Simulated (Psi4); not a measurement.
C2H8GaN, charge -1, doublet, at a GFN2-xTB geometry (such geometries of metal compounds can be far from the true shape) (a state made from the parent by changing its charge; the spin is typed, not shown lowest) (a gas-phase anion, which may not be bound at this level). Base run: R2SCAN/6-31G** (Psi4).

Input for Psi4:
```
memory 2 GB

molecule mol {
-1 2
Ga   -0.166568    0.184067    0.350776
C    -1.281477   -1.408963   -0.473446
H    -0.741333   -1.797094   -1.345226
H    -2.279402   -1.113475   -0.821649
H    -1.426876   -2.253881    0.211830
C     0.245967    1.480624   -1.264422
H     0.679929    0.891620   -2.081217
H     0.966533    2.273921   -1.027581
H    -0.645248    1.977985   -1.667884
N     1.553131   -0.656123    0.602289
H     2.344656   -0.062896    0.843297
H     1.606476   -1.459369    1.225558
}

set {
  basis 6-31g**
  reference uks
}

energy('r2scan')
print_variables()
```

Variants of this job, named by their change:

```json
[
 {"change": "base", "ΔE vs base (mEh)": "0.000", "SCF cycles": "12", "grid points": "259374", "basis functions": "120", "outcome": "converged"},
 {"change": "d_convergence = 1e-8", "ΔE vs base (mEh)": "0.000", "SCF cycles": "15", "grid points": "259374", "basis functions": "120", "outcome": "converged"},
 {"change": "soscf = true", "ΔE vs base (mEh)": "-", "SCF cycles": "-", "grid points": "-", "basis functions": "120", "outcome": "stopped with an error"},
 {"change": "dft_radial_scheme = mura", "ΔE vs base (mEh)": "0.985", "SCF cycles": "12", "grid points": "261993", "basis functions": "120", "outcome": "converged"},
 {"change": "scf_initial_accelerator = ediis", "ΔE vs base (mEh)": "0.000", "SCF cycles": "12", "grid points": "259374", "basis functions": "120", "outcome": "converged"},
 {"change": "dft_radial_points = 99", "ΔE vs base (mEh)": "0.543", "SCF cycles": "12", "grid points": "340494", "basis functions": "120", "outcome": "converged"},
 {"change": "ints_tolerance = 1e-8", "ΔE vs base (mEh)": "0.000", "SCF cycles": "12", "grid points": "259374", "basis functions": "120", "outcome": "converged"},
 {"change": "basis_guess = sto-3g", "ΔE vs base (mEh)": "0.000", "SCF cycles": "10", "grid points": "259374", "basis functions": "120", "outcome": "converged"},
 {"change": "diis_max_vecs = 15", "ΔE vs base (mEh)": "0.000", "SCF cycles": "12", "grid points": "259374", "basis functions": "120", "outcome": "converged"},
 {"change": "dft_radial_points = 35", "ΔE vs base (mEh)": "-82.289", "SCF cycles": "12", "grid points": "123019", "basis functions": "120", "outcome": "converged"},
 {"change": "level_shift = 0.3", "ΔE vs base (mEh)": "0.000", "SCF cycles": "11", "grid points": "259374", "basis functions": "120", "outcome": "converged"},
 {"change": "puream = false", "ΔE vs base (mEh)": "0.000", "SCF cycles": "12", "grid points": "259374", "basis functions": "120", "outcome": "converged"},
 {"change": "scf_type = out_of_core", "ΔE vs base (mEh)": "0.062", "SCF cycles": "12", "grid points": "259374", "basis functions": "120", "outcome": "converged"}
]
```

Open shells are given as the SCF converged; they aren't shown to be the lowest states, and a large step between rows can be another state.

A gas-phase anion may not be bound at this level; its values then depend on the basis.

- soscf = true: ended with `Fatal Error: Vx: UKS does not support rotated V builds for MGGA's`
